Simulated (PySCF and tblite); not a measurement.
The numbers below are computed, except where a source is named.
System: C₅H₁₀Si₂, numbered as in [SiH3:1][C:2]1=[CH:3][C@H:4]([SiH3:5])[CH:6]=[CH:7]1.

Motion: shift of H on C4 from C4 to C6. GFN2-xTB gives an electronic barrier of 28.7 kcal/mol and a reaction energy of 1.6 kcal/mol.

Tunnelling of the moving H, left out here, will speed the real process.

(1) What does PBE0/pcSseg-1 + D3(BJ), IEF-PCM dichloromethane give on PBE0-D3(BJ)/def2-SVP geometries?

(2) And the level of the geometries itself, PBE0-D3(BJ)/def2-SVP?

Programs: tblite and PySCF.

Results:

(1) A barrier of 27.2 kcal/mol, 1.5 below the tight-binding barrier (from unrounded values), a reaction energy of 1.9 kcal/mol and, with GFN2-xTB thermal terms, ΔG‡(298 K) = 23.9 kcal/mol and k = 1.9×10⁻⁵ s⁻¹ (1 equivalent path).

(2) 26.7 kcal/mol.
